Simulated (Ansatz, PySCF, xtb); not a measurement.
Breaking a bond: HCl (cation, charge +1), doublet.

- UKS-PBE = unrestricted PBE/cc-pVDZ (Ansatz, a program for electronic structure)
- NEVPT2 = PySCF with SC-NEVPT2 on CASSCF(7,5)/cc-pVDZ, all electrons correlated
- GFN1-xTB (xtb)
- UKS-M06-2X = unrestricted M06-2X/cc-pVDZ run with PySCF

Energies are in mEh, each relative to the lowest point of its own curve near equilibrium.

| R / Å | UKS-PBE | NEVPT2 | GFN1-xTB | UKS-M06-2X |
|---|---|---|---|---|
| 1.07 | 58.7 | 55.8 | 40.9 | 55.2 |
| 1.12 | 35.3 | 32.5 | 21.7 | 32.4 |
| 1.19 | 14.4 | 12.4 | 6.7 | 12.6 |
| 1.26 | (withheld) | 2.6 | 0.6 | 2.8 |
| 1.27 | 2.8 | 1.8 | 0.2 | 2.0 |
| 1.32 | 0.1 | 0.0 | 0.0 | 0.0 |
| 1.37 | 0.0 | 0.8 | 1.8 | 0.5 |
| 1.40 | 0.9 | 2.2 | (withheld) | 1.8 |
| 1.44 | 3.0 | 4.9 | 6.6 | 4.3 |
| 1.52 | 9.4 | 12.5 | 14.6 | 11.6 |
| 1.64 | 22.4 | 27.3 | 29.5 | 25.9 |
| 1.78 | 39.6 | 46.3 | 49.1 | 44.6 |
| 1.98 | 63.5 | 72.5 | 75.4 | 70.7 |
| 2.17 | 82.6 | 94.0 | 96.4 | 92.0 |
| 2.36 | 96.1 | 111.8 | 113.4 | 107.9 |
| 2.65 | 108.3 | 132.3 | 132.3 | 123.0 |
| 2.89 | (withheld) | 144.0 | 142.5 | 130.9 |
| 3.24 | (withheld) | 158.0 | — | 138.0 |
| 3.53 | 118.7 | 166.1 | — | 141.3 |
| 3.99 | 118.3 | — | — | 143.8 |
| 4.68 | 115.6 | — | — | 144.3 |
| 5.29 | (withheld) | — | — | (withheld) |

Task: Fill in the missing entries.

Result: 
- 1.26, UKS-PBE: 3.7
- 1.40, GFN1-xTB: 3.6
- 2.89, UKS-PBE: 113.7
- 3.24, UKS-PBE: 117.6
- 5.29, UKS-PBE: 112.8
- 5.29, UKS-M06-2X: 143.7

Dashes: no converged value, or the column stops at the first point that the program doubted or that broke a chosen test of continuity, which isn't proof of a fault.

The unrestricted determinant behind UKS-PBE, UKS-M06-2X is spin-contaminated at 2.36 to 5.29 Å (<S²> up to 1.3, against 0.75 for a pure doublet). At the longest distance UKS-M06-2X leaves fractional charges on the fragments, a sign of delocalisation error or of the restricted form.
